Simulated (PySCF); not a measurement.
## Worked example: chemical shift, span and skew from a shielding tensor

Si(H)(Me)2(Cl) (C2H7ClSi), SMILES C[SiH](C)Cl. Atoms are numbered in the order given.

```xyz
11

Si    -0.3823    -0.4169     0.0000
C     -1.1698     0.2652     1.5500
C     -1.1698     0.2652    -1.5500
Cl     1.6375     0.1241     0.0000
H     -0.4258    -1.9086     0.0000
H     -2.2339    -0.0198     1.6015
H     -0.6694    -0.1189     2.4524
H     -1.1079     1.3650     1.5683
H     -0.6694    -0.1189    -2.4524
H     -2.2339    -0.0198    -1.6015
H     -1.1079     1.3650    -1.5683
```

Coordinates come from a r2SCAN-D4/def2-SVP optimisation.

GIAO shieldings from PBE/pcSseg-1 (PySCF), non-relativistic, no solvent. The symmetric part of the tensor of C2 has the principal values 166.6, 177.7, 186.8 ppm. The same nucleus in TMS has σ = 182.0 ppm at this level (PySCF, at its B3LYP-D3(BJ)/def2-TZVP geometry). Without spin–orbit terms, shifts of atoms bonded to Cl or Br come out too high.

Task: Work out the isotropic shielding, the ¹³C shift against TMS, the span and the skew.

Result: 
σ(iso) = (σ11 + σ22 + σ33)/3 = 177.0 ppm. δ = σ(ref) − σ(iso) = 182.0 − (177.0) = 5.0 ppm.
Span Ω = σ33 − σ11 = 20.2 ppm. Skew κ = 3(σ(iso) − σ22)/Ω = -0.10. Tumbling in solution averages the tensor to δ; in a static solid the shielding alone would spread this spin-1/2 line over Ω.
